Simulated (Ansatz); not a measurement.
CH5ClO2Si2 can be A, `[SiH3]O[Si]1(Cl)CO1`, or B, `O=C[SiH2][SiH](O)Cl`.

Calculated with Ansatz (gas phase, PBE0-D4/def2-TZVP geometries, no zero-point term in ΔE). CCSD(T)/CBS is the MP2 limit (def2-TZVPP, def2-QZVPP) plus CCSD(T) − MP2 in def2-TZVPP, frozen cores. Functionals use def2-TZVPP. B3LYP here is the variant with VWN-RPA as its local correlation; programs differ in this. One conformer a species, not always the lowest.

Which is lower in electronic energy at CCSD(T)/CBS, and by how much? (Best estimate.)

The calculation gave: A, by 150.9 kJ/mol.

Give E(B) − E(A) in kJ/mol with CCSD(T)/def2-TZVPP, r2SCAN-D4, PBE0-D4, B2PLYP, ωB97M-V, B3LYP-D4, MP2/def2-TZVPP. (Best estimate.)

Computed: CCSD(T)/def2-TZVPP 148.2, r2SCAN-D4 147.8, PBE0-D4 133.8, B2PLYP 146.9, ωB97M-V 152.5, B3LYP-D4 136.9, MP2/def2-TZVPP 165.2. None reverses the order clearly.

Largest T1 diagnostic: 0.014.

From PBE to PBE0 (25 % exact exchange), in def2-TZVPP and without D4, E(B) − E(A) moves by +17.0 kJ/mol.
